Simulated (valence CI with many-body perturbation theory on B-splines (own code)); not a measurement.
**Cd34+: electric-dipole lines**

Calculated by relativistic CI+MBPT: four valence electrons over a frozen Dirac-Fock core [Ne], radial functions for each j: 11 s, 11 p, 9 d, 7 f, 5 g, 2 h, 1 i, with the one-electron correlation potential Σ1, the two-electron term Σ2, the three-electron term Σ3, Breit, model QED; selected CI, second order for the rest (own B-spline code, finite nucleus).

The last digits are not significant, and no measured levels were compared; by estimate large intervals hold to a few tenths of a per cent, small ones and those within an open d or f shell to about a per cent.

Lines 51 to 100 of 233 in falling wavelength, among levels below 2833800 cm⁻¹, chosen from the strongest by gf and those to the six lowest levels. Wavelengths and rates use the calculated energies. Electric multipoles are in the length gauge, E1 and E2 with the static RPA response of the core. Weak lines are less certain than strong ones. Lines between different terms over intervals too small for the method are left out, as are lines whose strength nearly cancels. The highest levels of a list are the least certain.

Levels are named by their leading jj configuration (3d3/2^4 stands for four electrons in 3d with j = 3/2), which in mixed levels can hold well under half, so a name can repeat and another be missing. Letters in brackets count levels of one name in rising energy.

| λ vac (nm) | Upper | Lower | A (s⁻¹) | S (a.u.) with core polarisation | S without |
| --- | --- | --- | --- | --- | --- |
| 11.87 | (3s 3p1/2 3p3/2 3d3/2) J=2 [e] | (3s^2 3p3/2 3d3/2) J=3 | 5.28e+09 | 2.18e-02 | 2.23e-02 |
| 11.56 | (3p1/2^2 3p3/2^2) J=2 | (3s 3p1/2 3p3/2^2) J=2 [a] | 5.92e+09 | 2.26e-02 | 2.31e-02 |
| 11.55 | (3s 3p1/2 3p3/2 3d5/2) J=3 [c] | (3s^2 3p3/2 3d5/2) J=2 [a] | 1.67e+09 | 8.90e-03 | 9.09e-03 |
| 11.53 | (3s^2 3p1/2 3d5/2) J=2 | (3s^2 3p3/2^2) J=2 | 3.49e+09 | 1.32e-02 | 1.35e-02 |
| 11.25 | (3s 3p1/2 3p3/2^2) J=1 [b] | (3s^2 3p3/2^2) J=2 | 4.37e+09 | 9.21e-03 | 9.42e-03 |
| 10.76 | (3s 3p1/2 3p3/2^2) J=2 [a] | (3s^2 3p1/2 3p3/2) J=2 | 1.29e+08 | 3.97e-04 | 4.07e-04 |
| 10.69 | (3s 3p1/2 3p3/2 3d5/2) J=2 [a] | (3s 3p1/2 3p3/2^2) J=2 [b] | 4.49e+09 | 1.35e-02 | 1.39e-02 |
| 10.48 | (3s 3p3/2^2 3d5/2) J=4 | (3s^2 3p3/2 3d5/2) J=4 | 2.02e+09 | 1.03e-02 | 1.06e-02 |
| 10.37 | (3s^2 3p1/2 3d3/2) J=2 | (3s^2 3p1/2 3p3/2) J=2 | 7.68e+06 | 2.11e-05 | 2.24e-05 |
| 10.33 | (3s 3p1/2 3p3/2 3d3/2) J=2 [b] | (3s 3p1/2 3p3/2^2) J=3 | 1.02e+10 | 2.78e-02 | 2.84e-02 |
| 10.28 | (3s 3p1/2 3p3/2^2) J=2 [a] | (3s^2 3p1/2 3p3/2) J=1 | 3.97e+09 | 1.06e-02 | 1.09e-02 |
| 10.23 | (3s 3p3/2^2 3d3/2) J=2 | (3s^2 3p3/2 3d3/2) J=2 | 3.05e+09 | 8.06e-03 | 8.25e-03 |
| 10.19 | (3s 3p3/2^2 3d3/2) J=2 | (3s^2 3p3/2 3d3/2) J=1 | 2.93e+09 | 7.67e-03 | 7.85e-03 |
| 9.972 | (3s 3p1/2 3p3/2^2) J=3 | (3s^2 3p1/2 3p3/2) J=2 | 1.38e+09 | 4.72e-03 | 4.85e-03 |
| 9.919 | (3s^2 3p1/2 3d3/2) J=2 | (3s^2 3p1/2 3p3/2) J=1 | 6.49e+06 | 1.56e-05 | 1.59e-05 |
| 9.835 | (3s^2 3p3/2 3d3/2) J=1 | (3s^2 3p3/2^2) J=0 | 1.28e+09 | 1.80e-03 | 1.85e-03 |
| 9.785 | (3s^2 3p3/2 3d5/2) J=2 [a] | (3s^2 3p3/2^2) J=2 | 3.64e+09 | 8.42e-03 | 8.64e-03 |
| 9.763 | (3s 3p1/2 3p3/2 3d5/2) J=2 [e] | (3s^2 3p3/2 3d5/2) J=2 [a] | 3.31e+09 | 7.59e-03 | 7.76e-03 |
| 9.749 | (3s 3p1/2^2 3d3/2) J=1 | (3s 3p1/2^2 3p3/2) J=2 | 1.24e+09 | 1.71e-03 | 1.74e-03 |
| 9.704 | (3s 3p1/2 3p3/2 3d3/2) J=3 [b] | (3s 3p1/2 3p3/2^2) J=2 [b] | 2.31e+09 | 7.31e-03 | 7.46e-03 |
| 9.560 | (3s 3p1/2^2 3d3/2) J=2 | (3s 3p1/2^2 3p3/2) J=2 | 2.78e+09 | 6.00e-03 | 6.11e-03 |
| 9.457 | (3s 3p1/2 3p3/2 3d5/2) J=3 [d] | (3s^2 3p1/2 3d5/2) J=2 | 1.65e+10 | 4.83e-02 | 4.94e-02 |
| 9.439 | (3s 3p3/2^2 3d3/2) J=3 | (3s^2 3p3/2 3d5/2) J=2 [a] | 5.77e+09 | 1.68e-02 | 1.71e-02 |
| 9.432 | (3s 3p1/2 3p3/2 3d5/2) J=4 [c] | (3s^2 3p1/2 3d5/2) J=3 | 3.42e+09 | 1.27e-02 | 1.30e-02 |
| 9.262 | (3s 3p1/2 3p3/2 3d3/2) J=2 [e] | (3s 3p1/2 3p3/2^2) J=1 [b] | 8.96e+09 | 1.76e-02 | 1.80e-02 |
| 9.223 | (3s 3p1/2 3p3/2 3d3/2) J=1 [d] | (3s^2 3p1/2 3d3/2) J=1 | 1.07e+10 | 1.25e-02 | 1.27e-02 |
| 9.203 | (3s 3p1/2 3p3/2 3d5/2) J=3 [c] | (3s^2 3p1/2 3d5/2) J=3 | 3.92e+09 | 1.06e-02 | 1.08e-02 |
| 9.067 | (3s 3p3/2^2 3d5/2) J=0 | (3s 3p1/2 3p3/2^2) J=1 [b] | 3.27e+10 | 1.20e-02 | 1.23e-02 |
| 8.971 | (3s 3p1/2 3p3/2 3d5/2) J=4 [d] | (3s^2 3p1/2 3d5/2) J=3 | 8.58e+10 | 2.75e-01 | 2.81e-01 |
| 8.971 | (3s^2 3p3/2 3d3/2) J=1 | (3s^2 3p3/2^2) J=2 | 4.66e+09 | 4.98e-03 | 5.10e-03 |
| 8.964 | (3s 3p1/2 3p3/2 3d5/2) J=2 [a] | (3s^2 3p1/2 3d3/2) J=2 | 4.84e+09 | 8.60e-03 | 8.79e-03 |
| 8.961 | (3s 3p1/2 3p3/2 3d5/2) J=1 [b] | (3s^2 3p1/2 3d3/2) J=1 | 8.81e+09 | 9.39e-03 | 9.58e-03 |
| 8.943 | (3s^2 3p3/2 3d3/2) J=2 | (3s^2 3p3/2^2) J=2 | 2.06e+09 | 3.64e-03 | 3.73e-03 |
| 8.940 | (3s 3p1/2 3p3/2^2) J=1 [a] | (3s^2 3p1/2 3p3/2) J=2 | 1.04e+09 | 1.10e-03 | 1.13e-03 |
| 8.940 | (3s 3p1/2 3p3/2 3d3/2) J=1 [d] | (3s 3p1/2 3p3/2^2) J=2 [b] | 6.57e+09 | 6.95e-03 | 7.11e-03 |
| 8.929 | (3s 3p1/2 3p3/2 3d3/2) J=2 [d] | (3s 3p1/2 3p3/2^2) J=3 | 4.20e+09 | 7.38e-03 | 7.52e-03 |
| 8.879 | (3s^2 3p3/2 3d3/2) J=3 | (3s^2 3p3/2^2) J=2 | 9.15e+09 | 2.21e-02 | 2.26e-02 |
| 8.878 | (3s 3p1/2 3p3/2 3d5/2) J=1 [c] | (3s^2 3p1/2 3d5/2) J=2 | 1.93e+10 | 2.00e-02 | 2.05e-02 |
| 8.868 | (3s 3p1/2 3p3/2 3d5/2) J=2 [c] | (3s^2 3p1/2 3d5/2) J=2 | 6.74e+09 | 1.16e-02 | 1.19e-02 |
| 8.829 | (3s 3p1/2 3p3/2 3d3/2) J=2 [c] | (3s^2 3p1/2 3d3/2) J=2 | 5.24e+10 | 8.91e-02 | 9.11e-02 |
| 8.780 | (3s 3p1/2 3p3/2 3d5/2) J=3 [d] | (3s 3p1/2 3p3/2^2) J=2 [b] | 1.01e+11 | 2.37e-01 | 2.42e-01 |
| 8.777 | (3s 3p1/2 3p3/2 3d5/2) J=3 [e] | (3s^2 3p1/2 3d5/2) J=2 | 9.68e+10 | 2.26e-01 | 2.31e-01 |
| 8.741 | (3s 3p1/2 3p3/2 3d3/2) J=0 [a] | (3s 3p1/2^2 3p3/2) J=1 | 2.10e+10 | 6.93e-03 | 7.08e-03 |
| 8.735 | (3s 3p1/2 3p3/2^2) J=2 [b] | (3s^2 3p1/2 3p3/2) J=2 | 1.51e+10 | 2.49e-02 | 2.55e-02 |
| 8.735 | (3s 3p1/2^2 3p3/2) J=1 | (3s^2 3p1/2^2) J=0 | 3.97e+10 | 3.92e-02 | 4.01e-02 |
| 8.735 | (3s 3p1/2 3p3/2 3d3/2) J=1 [d] | (3s 3p1/2 3p3/2^2) J=1 [a] | 1.75e+10 | 1.72e-02 | 1.76e-02 |
| 8.729 | (3s 3p1/2 3p3/2 3d5/2) J=2 [d] | (3s 3p1/2 3p3/2^2) J=1 [b] | 8.19e+09 | 1.34e-02 | 1.37e-02 |
| 8.725 | (3s 3p1/2 3p3/2 3d5/2) J=3 [b] | (3s 3p1/2 3p3/2^2) J=3 | 3.21e+10 | 7.37e-02 | 7.52e-02 |
| 8.709 | (3s 3p1/2 3p3/2^2) J=0 | (3s^2 3p1/2 3p3/2) J=1 | 4.24e+10 | 1.38e-02 | 1.41e-02 |
| 8.708 | (3s 3p1/2 3p3/2 3d3/2) J=2 [e] | (3s^2 3p1/2 3d3/2) J=1 | 4.82e+10 | 7.86e-02 | 8.03e-02 |
